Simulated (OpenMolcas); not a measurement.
**P+, As+, Sb+: ns² np² down the group**

```
Program             : OpenMolcas
Method              : CASSCF
Basis               : ANO-R2
Scalar Hamiltonian  : X2C, finite nucleus
Spin-orbit coupling : state interaction with AMFI integrals over the reference wave functions, term energies averaged over their components
```

Active space for each ion: 4 electrons in 4 orbitals (s p).

Computed levels in cm-1 above ³P₀:

```
                               Level     P+    As+    Sb+
                                 ³P₁    145    926   2599
                                 ³P₂    417   2279   5235
                                 ¹D₂  11753  12639  14439
                                 ¹S₀  21048  22456  23554
weight of ³P in the lowest level (%)    100     99     96
```

Measured, with the error of the calculation in %. Measured levels: P+, As+, Sb+ from NIST Handbook of Basic Atomic Spectroscopic Data.

```json
{"Level": "³P₁", "P+": "165 (-11.9)", "As+": "1063 (-12.9)", "Sb+": "3055 (-14.9)"}
{"Level": "³P₂", "P+": "469 (-11.1)", "As+": "2541 (-10.3)", "Sb+": "5658 (-7.5)"}
{"Level": "¹D₂", "P+": "8882 (+32.3)", "As+": "10096 (+25.2)", "Sb+": "12790 (+12.9)"}
{"Level": "¹S₀", "P+": "21576 (-2.4)", "As+": "22599 (-0.6)", "Sb+": "23906 (-1.5)"}
```

The fine-structure level ³P₂ changes by a factor of 12.6 from P+ to Sb+.

Without spin-orbit coupling ¹D lies 11467, 10881, 9599 cm-1 above ³P in that order; the difference to the level ¹D₂, of either sign, comes from spin-orbit coupling, which also lowers the zero.

Terms from blocks run as CI alone lack orbitals of their own. Without dynamic correlation excited terms often stand tens of per cent too high (terms of higher spin than the ground term too low), and those without a measured partner can miss by more than the paired ones (holds for P+; As+). Some high roots are left out of the spin-orbit mixing, which shifts the levels that they would mix with (holds for Sb+). Measured partners are found by configuration, term and J. A level has none where our copy of the source lacks it or the pairing is in doubt (some pairs that miss far off the trend of their configuration count as doubtful), and it then counts in no deviation. Levels of configurations outside the active space are missing.
